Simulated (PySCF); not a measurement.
Excitation energy of Tc by level of theory

Tc [Kr] 4d5 5s2 (6S) → Tc [Kr] 4d4 5s2 6s1 (6D), as a difference of total energies. Calculation: PySCF 2.14, in aug-cc-pwCVTZ-PP with ECP28MDF (8s8p7d4f3g, 122 functions); a scalar-relativistic core potential. Correlated levels: valence: 4s2 4p6 frozen; valence and next inner shell: nothing frozen outside the core potential. The calculations carry no spin-orbit coupling.

| method | excitation energy (eV) |
| --- | --- |
| UHF | 9.577 |
| LDA | 10.140 |
| PBE | 9.984 |
| PBE0 | 10.031 |
| r2SCAN | 10.267 |
| M06-L | 10.490 |
| BP86 | 10.011 |
| B3LYP | 9.887 |
| MP2 (valence) | 10.063 |
| SCS-MP2 (valence) | 9.581 |
| MP2 (valence and next inner shell) | 10.117 |
| SCS-MP2 (valence and next inner shell) | 9.766 |

Task: How much does correlation contribute at MP2 (valence and next inner shell)?

Result: 10.117 − (9.577) = 0.540 eV, measured against UHF.

The upper state lies above the first ionisation limit, where it may autoionise and the basis confines it. A Rydberg-like electron needs more diffuse functions than a valence basis has.

The promoted electron is Rydberg-like, and one or two diffuse shells describe it only roughly, which tends to raise the upper state.
